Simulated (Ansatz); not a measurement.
Coupled-cluster diagnostics for (HCd-mu-OH)2 (Cd₂O₂H₄), Ansatz.

Geometry of the singlet (B3LYP-D4/def2-SVP):

```xyz
8

Cd    0.2594    1.6965    0.0715
H     0.5102    3.3466    0.1395
O    -0.0241    0.0585   -1.3085
Cd   -0.2586   -1.6966   -0.0714
H    -0.5114   -3.3464   -0.1395
O     0.0249   -0.0586    1.3084
H    -0.0426    0.1018   -2.2702
H     0.0422   -0.1018    2.2702
```

In the def2 sets Cd takes a core potential; there is no spin–orbit coupling. Correlated methods freeze 2 core orbitals; core or outer-core shells of Cd are correlated, in sets that lack core-valence functions.

Question: Estimate the CCSD(T) correlation energy, the shares of MP2 and (T), T1 and the reference's ⟨S²⟩ for: charge 0, singlet, own geometry in def2-TZVP; and the rough time on 4 threads of Intel Xeon on a shared host.

Answer: 
| state | basis | correlation (eV) | MP2 share (%) | (T) share (%) | T1 | ⟨S²⟩ (pure) | wall time |
| --- | --- | --- | --- | --- | --- | --- | --- |
| charge 0, singlet, own geometry | def2-TZVP | -41.403 | 100.2 | 2.4 | 0.014 | 0.00 (0.00) | 3.6 min |
Customary marks for T1 are 0.02 (closed shells), 0.045 (open shells) and about 0.05 (3d metals). T1 stays under 0.02 throughout.
